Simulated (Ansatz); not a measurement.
Cost and result for the atomization energy of C$_{4}$H$_{8}$Sn (`C=[CH][SnH2][CH]=C`) (13 atoms, 12 bonds).

Cartesian coordinates in Å:
```
C 1.197 0.411 -1.882
C 0.850 1.398 -1.065
Sn -0.328 1.057 0.675
C -1.086 -0.926 0.565
C -0.682 -1.897 1.375
H 0.902 -0.620 -1.702
H 1.797 0.585 -2.772
H 1.175 2.410 -1.296
H -1.598 2.202 0.743
H 0.621 1.180 2.094
H -1.831 -1.157 -0.194
H -1.073 -2.910 1.301
H 0.057 -1.732 2.156
```

Charge 0, multiplicity 1. Correlated methods include outer-core shells of Sn, which these sets cover unevenly. Sn: def2 effective core potential. The geometry is a stationary point of PBE0-D4/def2-TZVP. It is one conformer, not always the lowest. Program: Ansatz. All runs use 2 threads of an AMD EPYC 7R13 on a shared host and a share of an NVIDIA H100 80 GB. Times are those of one run each, without the atoms' runs, and a repeat can differ threefold. Electronic energies, without spin–orbit coupling; frozen cores. CCSD(T)/CBS adds CCSD(T) − MP2 in def2-TZVPP to the MP2 limit, and its time is that of the two runs behind it. T1 = 0.013. With those shells the extrapolation isn't a true limit. B3LYP takes the VWN-RPA correlation (the form of Gaussian; ORCA's B3LYP/G).

CCSD(T)/CBS is a level of theory with its own doubt, some kJ/mol a heavy atom from the limit and from the frozen cores, so smaller differences don't rank the functionals.

| level | functions | wall time |
| --- | --- | --- |
| PBE0-D4/def2-TZVPP | 286 | 1.8 s |
| r2SCAN-D4/def2-TZVPP (with forces) | 286 | 2.4 s |
| ωB97X-V/def2-TZVPP | 286 | 2.4 s |
| B3LYP-D4/def2-TZVPP (with forces) | 286 | 2.5 s |
| B2PLYP/def2-TZVPP | 286 | 2.5 s |
| PBE-D4/def2-TZVPP (with forces) | 286 | 2.7 s |
| ωB97M-V/def2-TZVPP (with forces) | 286 | 2.9 s |
| MP2/def2-QZVPP | 550 | 3.5 s |
| CCSD(T)/def2-TZVPP | 286 | 4 s |
| CCSD(T)/CBS(def2) | – | 7.4 s |

Problem. What atomization energy does each give, and how far from CCSD(T)/CBS? (An estimate is asked.)

Solution. The calculation gave: 
```
                             level  atomization (kcal/mol)  difference from CCSD(T)/CBS  per bond
                PBE0-D4/def2-TZVPP                  1154.6                          0.1       0.0
r2SCAN-D4/def2-TZVPP (with forces)                  1151.0                         -3.5      -0.3
                ωB97X-V/def2-TZVPP                  1152.5                         -2.0      -0.2
 B3LYP-D4/def2-TZVPP (with forces)                  1150.8                         -3.7      -0.3
                 B2PLYP/def2-TZVPP                  1138.5                        -16.0      -1.3
   PBE-D4/def2-TZVPP (with forces)                  1171.5                         17.0       1.4
  ωB97M-V/def2-TZVPP (with forces)                  1152.0                         -2.5      -0.2
                    MP2/def2-QZVPP                  1150.4                         -4.1      -0.3
                CCSD(T)/def2-TZVPP                  1128.4                        -26.1      -2.2
                 CCSD(T)/CBS(def2)                  1154.5                          0.0       0.0
```

The D4 term adds +10.7 kcal/mol with B3LYP and +5.7 kcal/mol with PBE0; it sums over pairs of atoms, weighted by their polarisabilities, and B3LYP, whose exchange is more repulsive, gets the larger term. In def2-TZVPP, CCSD(T) changes the Hartree–Fock value by +279.1 kcal/mol (the triples alone add +17.8 kcal/mol) and MP2 by +285.8 kcal/mol; breaking electron pairs costs correlation energy, which Hartree–Fock lacks. From PBE to PBE0 (25 % exact exchange), in def2-TZVPP and without D4, the atomization energy moves by −15.9 kcal/mol: exact exchange takes away binding that semilocal exchange gives to molecules.

Spin–orbit coupling would lower the free Sn atoms strongly, and the atomization energy with them, by more than many differences here. For some Ge, Se and Sn compounds the MP2-based and the directly extrapolated limit differ by 10 to 25 kJ/mol.
